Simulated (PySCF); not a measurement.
## How methods differ on the excitation energy of Ca

Ca [Ar] 4s2 (1S) → Ca [Ar] 3d1 4s1 (3D), as a difference of total energies. Calculation: PySCF 2.14, in aug-cc-pwCVTZ-X2C with one added diffuse shell each of s, p, d, f type (10s9p7d4f, 100 functions); the spin-free X2C one-electron Hamiltonian (Gaussian nucleus). Correlated levels: valence: [Ar] frozen; valence and next inner shell: [Ne] frozen; nothing frozen. The calculations carry no spin-orbit coupling.

```csv
method,excitation energy (eV)
UHF,2.258
LDA,1.757
PBE,1.665
PBE0,1.842
r2SCAN,1.475
BP86,1.681
B3LYP,1.947
PW91,1.642
PBEsol,1.653
MP2 (valence),2.700
SCS-MP2 (valence),2.887
MP2 (valence and next inner shell),2.668
SCS-MP2 (valence and next inner shell),2.849
MP2 (all electrons),2.684
SCS-MP2 (all electrons),2.863
```

Problem. How much does correlation contribute at MP2 (all electrons)?

Solution. 2.684 − (2.258) = 0.426 eV, measured against UHF.

Errors of the correlated levels include the incompleteness of this basis and the frozen core.

For comparison: 2.524 eV (measured; NIST levels, between the centres of gravity of the two terms).
